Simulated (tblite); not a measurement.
Isomers of C8H10O2S. Computed values, GFN2-xTB/tblite, gas phase, harmonic and unscaled. Against measured fundamentals such values can be off by several per cent, at times by over 20. One conformer each.

Electronic energies: GFN2-xTB at the same geometries; isomer energies are rough at this level and their order can be wrong.

```csv
SMILES,"electronic energy, lowest = 0 (kcal/mol)"
CS(=O)(=O)C1=CCC=CC=C1,30.5
CS(=O)(=O)Cc1ccccc1,0.0
O=S1(=O)C=CC(C2CCC2)=C1,31.7
CCS(=O)(=O)c1ccccc1,1.5
```

Question: How do GFN2-xTB zero-point energies change the relative energies?

Answer: 
| SMILES | ZPE (kcal/mol) | of it from modes above 1550 cm⁻¹ | electronic (kcal/mol) | with ZPE, lowest = 0 (kcal/mol) | lowest mode (cm⁻¹) | rings |
| --- | --- | --- | --- | --- | --- | --- |
| CS(=O)(=O)Cc1ccccc1 | 100.9 | 48.5 | 0.0 | 0.0 | 23 | 1 |
| CCS(=O)(=O)c1ccccc1 | 101.4 | 48.4 | 1.5 | 2.0 | 28 | 1 |
| CS(=O)(=O)C1=CCC=CC=C1 | 100.5 | 50.7 | 30.5 | 30.1 | 37 | 1 |
| O=S1(=O)C=CC(C2CCC2)=C1 | 102.2 | 48.3 | 31.7 | 33.0 | 39 | 2 |

The zero-point energies span 1.7 kcal/mol, from `CS(=O)(=O)C1=CCC=CC=C1` to `O=S1(=O)C=CC(C2CCC2)=C1`. The order is unchanged.

Question: What do entropy and thermal enthalpy add at 298.15 K and 1 bar (rigid rotor, harmonic oscillator, one conformer each)?

Answer: 
```tsv
SMILES	point group	symmetry number	S (cal/(mol K))	H − H(0) (kcal/mol)	ZPE + H − H(0) − TS (kcal/mol)
CCS(=O)(=O)c1ccccc1	Cs	1	106.8	7.69	77.2
CS(=O)(=O)C1=CCC=CC=C1	C1	1	104.9	7.72	76.9
O=S1(=O)C=CC(C2CCC2)=C1	C1	1	102.4	7.16	78.8
```

Not tabulated: `CS(=O)(=O)Cc1ccccc1` (lowest mode only 23 cm⁻¹).
